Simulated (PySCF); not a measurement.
3-silylpropanenitrile (C3H7NSi), SMILES N#CCC[SiH3]. Atoms are numbered in the order given.

```xyz
12

N      2.2323     1.0884     0.7041
C      1.5133     0.1755     0.7381
C      0.5941    -0.9665     0.7535
C     -0.3392    -1.0143    -0.4765
Si    -1.5171     0.4656    -0.6802
H      1.2015    -1.8851     0.8153
H      0.0065    -0.9151     1.6856
H     -0.9519    -1.9291    -0.4046
H      0.2638    -1.1156    -1.3948
H     -2.3180     0.6332     0.5654
H     -2.4365     0.1884    -1.8172
H     -0.7623     1.7176    -0.9463
```

Coordinates come from a TPSSh-D3(BJ)/def2-SVP optimisation. One conformer was computed; it need not be the lowest.

Level of theory: PySCF with SMD-PBE0/6-31G*.

Solvation free energies are E(SMD) − E(gas) at the gas-phase geometry, for 1 M in both phases. In vacuum the dipole moment is 3.94 D.

| solvent | ΔG(solv) (kcal/mol) | its non-electrostatic (CDS) part | dipole (D) |
|---|---|---|---|
| water | -2.6 | 4.8 | 5.30 |
| N,N-dimethylformamide | (withheld) | (withheld) | (withheld) |
| tetrahydrofuran | -5.4 | 0.6 | 5.02 |

Problem. What belongs in the gaps? (An estimate is asked for; the answer gives what the named calculation found.)

Solution. 
- N,N-dimethylformamide, ΔG(solv) (kcal/mol): -5.8
- N,N-dimethylformamide, its non-electrostatic (CDS) part: 1.4
- N,N-dimethylformamide, dipole (D): 5.26
